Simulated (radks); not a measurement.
The numbers below are computed, except where a source is named.
Tm+, configuration [Xe] 4f13 6s1 (the NIST ground configuration). Level of theory: Dirac Kohn-Sham, BLYP, spin-unpolarised, spherical densities, point nucleus; open shells fill j = l - 1/2 first (a radial shooting solver on a logarithmic mesh with Libxc functionals).

Spin-orbit splittings of the eigenvalues, e(l+1/2) - e(l-1/2), with zeta = 2 splitting/(2l+1) and mean radii in bohr:

| shell | occ. | splitting (eV) | zeta (eV) | <r> j=l-1/2 | <r> j=l+1/2 |
|---|---|---|---|---|---|
| 2p | 6 | 980.6 | 653.7 | 0.07007 | 0.07746 |
| 3p | 6 | 207.0 | 138.0 | 0.2103 | 0.2241 |
| 3d | 10 | 45.25 | 18.10 | 0.1973 | 0.2016 |
| 4p | 6 | 46.77 | 31.18 | 0.5061 | 0.5382 |
| 4d | 10 | 8.505 | 3.402 | 0.5652 | 0.5766 |
| 4f | 13 | ? | ? | 0.7959 | 0.8187 |
| 5p | 6 | 5.725 | 3.816 | 1.393 | 1.509 |

Estimate the 4f splitting.

Answer. 1.196 eV (zeta = 0.3418 eV).
